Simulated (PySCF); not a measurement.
# Ionising AlPb

r²SCAN; basis Al cc-pV(D+d)Z, Pb cc-pVDZ-PP with ECP60; scalar-relativistic core potentials; PySCF 2.14. Neutral (UKS): quartet (σ ↑, π ↑↑), Re = 2.724 Å, ωe = 244 cm⁻¹, De = 2.22 eV, HOMO -4.71 eV, LUMO -2.99 eV.

AlPb⁺ (UKS): triplet (σ ↑, π ↑), Re = 3.049 Å, ωe = 157 cm⁻¹. The energies at the minima are -435.33077 hartree for AlPb and -435.07560 for AlPb⁺.

(1) Work out the adiabatic ionisation energy, without and with harmonic zero-point energies (1 hartree = 27.2114 eV, 1 eV = 8065.5 cm⁻¹), and the change of the bond length.

Spin–orbit coupling is left out, which matters for elements this heavy, above all for dissociation energies. States were picked by a PBE0 search and need not be the measured ground states.

Answers

(1) At r²SCAN: 0.25517 hartree = 6.944 eV between the minima; the zero-point term (157.0 − 244.0)/2 cm⁻¹ = -0.005 eV makes it 6.938 eV. Re changes by +32.5 pm against the neutral. The electron leaves a π orbital, and the longer bond of the ion fits a bonding orbital, or a change in how ionic the bond is.
